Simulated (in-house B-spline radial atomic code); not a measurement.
Configurations of the phosphorus ion P⁺, with energies counted from [Ne] 3s2 3p2. Method: Dirac-Hartree-Fock, average of configuration, Fermi nucleus of rms radius 3.1889 fm. Calculated with a radial B-spline atomic code at the basis-set limit. Energies include first-order Breit, QED and recoil terms.

Occupations are held fixed; configurations that lie above the ionisation limit could autoionise.

| configuration | E - E(ref) (eV) | highest orbital | its <r> (bohr) |
| --- | --- | --- | --- |
| [Ne] 3s1 3p3 | 9.4355 | 3p3/2 | 2.143 |
| [Ne] 3s2 3p1 5g1 | 16.282 | 5g9/2 | 13.75 |
| [Ne] 3s1 3p2 5d1 | 25.15 | 5d5/2 | 14.91 |
| [Ne] 3s1 3p2 5f1 | 25.444 | 5f5/2 | 15.6 |
| [Ne] 3s1 3p2 7d1 | 26.415 | 7d5/2 | 31.98 |
| [Ne] 3s1 3p2 7f1 | 26.517 | 7f5/2 | 33.52 |

(1) Order these further configurations by energy, lowest first.
A. [Ne] 3s1 3p2 6g1
B. [Ne] 3s2 3p1 6g1
C. [Ne] 3s2 3p1 5f1
D. [Ne] 3s1 3p2 4f1
E. [Ne] 3s2 3p1 4d1

(2) How far above the reference does [Ne] 3s2 3p1 3d1 lie?

Answers

(1) E (14.516 eV), C (16.272 eV), B (16.947 eV), D (24.216 eV), A (26.122 eV).

(2) 11.116 eV; its least bound orbital is 3d3/2 with <r> = 3.772 bohr.
